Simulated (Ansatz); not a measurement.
System: C6H11 (charge -1, singlet). It need not be the lowest isomer of its formula. Whether it binds its extra electron was not tested at this geometry. 
Structure (B3LYP-D3(BJ)/def2-TZVP (Ansatz, an electronic-structure program) minimum search):
SMILES: C/C=[C-]\C(C)C
```xyz
17

C      2.3279    -0.4277    -0.5085
C      1.5061    -0.3030     0.7730
C      0.1969    -0.0600     0.9554
C     -0.7024     0.1385    -0.2426
C     -1.3398     1.5342    -0.1846
C     -1.8053    -0.9298    -0.2434
H      1.7251    -0.2923    -1.4094
H      3.1402     0.3140    -0.5476
H      2.8142    -1.4118    -0.5888
H      2.1408    -0.4441     1.6599
H     -0.2067     0.0686    -1.2370
H     -2.0467     1.6971    -1.0103
H     -1.8652     1.6557     0.7676
H     -0.5693     2.3082    -0.2330
H     -2.5157    -0.7855    -1.0696
H     -1.3697    -1.9283    -0.3341
H     -2.3471    -0.8951     0.7067
```
Charge -1, spin multiplicity 1.

Basis-set convergence of Hartree-Fock and CCSD correlation energies (hartree) with Ansatz. Valence correlation only, unless marked. No spin-orbit coupling. Non-relativistic.

| basis | functions | E(HF) | E(corr, CCSD) |
|---|---|---|---|
| aug-cc-pVDZ | 237 | -233.53015 | -0.97321 |
| aug-cc-pVTZ | 529 | [?] | [?] |

**Question.** Fill in the missing entries.

**Answer.** 
- aug-cc-pVTZ, E(HF): -233.58550
- aug-cc-pVTZ, E(corr, CCSD): -1.12427
